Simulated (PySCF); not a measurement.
Two-dimensional NMR puzzle

Compound of formula C4H9BF2O. Correlations simulated from computed shifts and couplings:

HSQC (one-bond C–H):
```
  δH    δC  1J(C,H) (Hz)
3.48  52.8           133
3.08  74.2           139
1.06  21.1           133
```

COSY cross peaks (|J| ≥ 2 Hz):
```
  δH    δH  abs. J (Hz)  bonds
3.08  1.06          6.8      3
```

HMBC (two and three bonds, |J| ≥ 2.5 Hz):
```
  δH       δC [abs. J in Hz]
3.48              74.2 [7.6]
3.08              52.8 [5.1]
1.06  74.2 [3.4], 21.1 [5.2]
```

[PySCF 2.14.0 with density-fitted response routines: B3LYP/pcJ-1 coupling constants (spin–dipole term only in couplings to heteroatoms); GIAO KT3/pcSseg-1 shieldings; geometry from PBE0-D3(BJ)/def2-SVP; non-relativistic Hamiltonian; one conformer; rapidly exchanging positions averaged; no solvent]

δ = σ(ref) − σ, references computed at the same level: 1H and 13C against TMS.

Exchangeable hydrogens are left out of these lists, and C,H couplings along chains are those of one rotamer, so weak HMBC peaks may be missing or extra.

Q: Assemble the structure.

A: SMILES CC(C)OCB(F)F.

Atoms are numbered as in `[CH3:1][CH:2]([CH3:3])[O:4][CH2:5][B:6]([F:7])[F:8]`; H(Xn) means a hydrogen on atom n.

δC 74.2 is C2, an sp3 CH bonded to O (δH 3.08). δC 52.8 is C5, an sp3 CH2 bonded to B and O (δH 3.48). δC 21.1 is C1/C3, a methyl carbon (δH 1.06). COSY links 3.08–1.06.

This is the structure that produced the data.

A carbon bonded to boron is broadened by the quadrupolar boron nucleus and is often missing from a measured spectrum. Unscaled 3J(H,H) at this level run about 10 % above measured values. Shifts are as computed, not scaled to solution data. Of 1313 compounds with measured shifts, 239 miss one by over three times the rms of a fit or turn the order of signals round; such compounds aren't used in these exercises. 3J across rotatable bonds or in flexible rings reflects this conformer alone.
